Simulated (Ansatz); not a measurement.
ScCl₂, SMILES [Cl][Sc+][Cl], charge +1.

Geometry: B3LYP-D3(BJ)/def2-TZVP. The spin state was assumed, not searched. The isomer is the one that the SMILES or the coordinates give; other isomers of the formula were not compared.

Two levels are set side by side: PBE/def2-TZVPD (Ansatz, a quantum-chemistry and plane-wave program) and PBE0/def2-TZVPD (Ansatz). Energy differences of separate SCF runs at the same geometry; the states with an electron removed or added have multiplicity 2 and 2. Differences are taken from unrounded values.

```
quantity                             PBE
---------------------------------  -----
vertical ionisation energy (eV)    16.43
vertical electron affinity (eV)     6.81
vertical singlet–triplet gap (eV)   3.92
```

Problem. These are the PBE values. What does PBE0 give? (The exact figures need the calculation; the answer reports its results.)

Solution. 
| quantity | PBE0 | PBE minus PBE0 |
|---|---|---|
| vertical ionisation energy (eV) | 16.69 | -0.26 |
| vertical electron affinity (eV) | 6.99 | -0.19 |
| vertical singlet–triplet gap (eV) | 3.97 | -0.05 |
